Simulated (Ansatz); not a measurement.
Two isomers of C2H8S2Si: A = `CSC([SiH3])S`, B = `CSCS[SiH3]`.

Calculated with Ansatz (gas phase, PBE0-D4/def2-TZVP geometries, no zero-point term in ΔE). CCSD(T)/CBS adds triple-zeta CCSD(T) − MP2 to the extrapolated MP2 energy (def2 sets, frozen cores). Functionals use def2-TZVPP. B3LYP here is the variant with VWN-RPA as its local correlation; programs differ in this. Each species was taken in one conformer, which may not be the lowest.

(1) Which isomer does CCSD(T)/CBS put lower? Give the gap. (Best estimate.)

(2) Give E(B) − E(A) in kJ/mol with PBE0-D4, MP2/def2-TZVPP, ωB97M-V, HF/def2-TZVPP, PBE-D4, CCSD/def2-TZVPP, B3LYP-D4. (Estimate.)

Largest T1 diagnostic: 0.011.

Results:

(1) Ansatz gave: B, by 67.9 kJ/mol.

(2) The calculation gave: PBE0-D4 -72.6, MP2/def2-TZVPP -68.4, ωB97M-V -69.2, HF/def2-TZVPP -71.6, PBE-D4 -71.2, CCSD/def2-TZVPP -66.1, B3LYP-D4 -69.9. None reverses the order clearly.

In def2-TZVPP, CCSD(T) changes the Hartree–Fock value by +5.6 kJ/mol (the triples alone add +0.1 kJ/mol) and MP2 by +3.3 kJ/mol.
